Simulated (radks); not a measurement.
Species: Te II. Configuration: [Kr] 4d10 5s2 5p3.

Calculated with a radial shooting solver on a logarithmic mesh with Libxc functionals: scalar-relativistic Kohn-Sham, r2SCAN, spin-polarised, spherical densities, finite nucleus; open shells are filled with parallel spins first (spin-orbit coupling, left out, can overturn this in heavy ions); meta-GGA in the generalised Kohn-Sham scheme; Fermi nuclear charge, rms radius 4.7423 fm.

Energy parts (eV):
total: -184898.772
kinetic: 193727.296
electron-nucleus: -446806.834
Hartree: 72967.985
exchange-correlation: -4787.218

Orbitals (lengths in bohr, moments of r in powers of bohr):
| orbital | occ. | eigenvalue (eV) | <r^2> |
|---|---|---|---|
| 1s up | 1 | -31693.54 | 0.001049 |
| 1s down | 1 | -31693.40 | 0.001049 |
| 2s up | 1 | -4884.234 | 0.01693 |
| 2s down | 1 | -4884.222 | 0.01693 |
| 2p up | 3 | -4382.410 | 0.01340 |
| 2p down | 3 | -4382.325 | 0.01340 |
| 3s up | 1 | -985.6957 | 0.1181 |
| 3s down | 1 | -985.6256 | 0.1181 |
| 3p up | 3 | -821.4610 | 0.1186 |
| 3p down | 3 | -821.3644 | 0.1186 |
| 3d up | 5 | -573.5512 | 0.1043 |
| 3d down | 5 | -573.4512 | 0.1043 |
| 4s up | 1 | -177.4991 | 0.6622 |
| 4s down | 1 | -177.2647 | 0.6630 |
| 4p up | 3 | -126.3544 | 0.7701 |
| 4p down | 3 | -126.1513 | 0.7694 |
| 4d up | 5 | -51.6566 | 1.117 |
| 4d down | 5 | -51.3073 | 1.095 |
| 5s up | 1 | -25.0722 | 4.755 |
| 5s down | 1 | -21.9789 | 4.637 |
| 5p up | 3 | -14.9843 | 6.807 |
| 5p down | 0 | -11.5541 | 6.549 |

The highest occupied level is 5p up at -14.984 eV. Summed over all electrons, <r^2> = 48.92 bohr^2, which gives a Langevin (diamagnetic) susceptibility term of -38.7 x 10^-6 cm^3/mol. The spin density at the nucleus is -3.333 e/bohr^3 (1s -0.604, 2s 0.258, 3s 0.368, 4s 1.246, 5s -4.601). The electron density at the nucleus is 2.349e+05 e/bohr^3 (large components only).
